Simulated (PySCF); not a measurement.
Correlation energy of Br²⁺ (bromine, charge +2)

[Ar] 3d10 4s2 4p3, high-spin 4S determinant. Calculation: PySCF 2.14, in aug-cc-pVTZ-DK (7s6p4d2f, 59 functions); the spin-free X2C one-electron Hamiltonian (Gaussian nucleus). Frozen: [Ar] 3d10; 5 electrons correlated.

```json
{"level": "CCSD", "correlation energy (mhartree)": "-93.57"}
{"level": "(T)", "correlation energy (mhartree)": "-2.32"}
{"level": "CCSD(T)", "correlation energy (mhartree)": "-95.89"}
```

Diagnostics: T1 = 0.0017, D1 = 0.0036, largest double amplitude 0.043.

Cost of the coupled-cluster step: of the order of 1.6 core-seconds, for 5 correlated electrons.
